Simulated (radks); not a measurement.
The numbers below are computed, except where a source is named.
Question: These are the eigenvalues of the occupied orbitals of an atom or ion with whole-number occupations (eV). Level of theory: non-relativistic Kohn-Sham, exchange-only B88, spin-polarised, spherical densities, point nucleus (a radial shooting solver on a logarithmic mesh with Libxc functionals).

1s: -15.0782

Which element is it, and in what charge state? The configuration may be excited. Open shells, if any, are filled with parallel spins first.

Answer: Z = 2, helium, charge 0: He in [He]. The 1s level, -0.55412 hartree, gives Z - s = 1.1 by -(Z - s)^2/2, which with screening narrows Z to a few neighbours, and with so few levels the electron count can be read from the list.
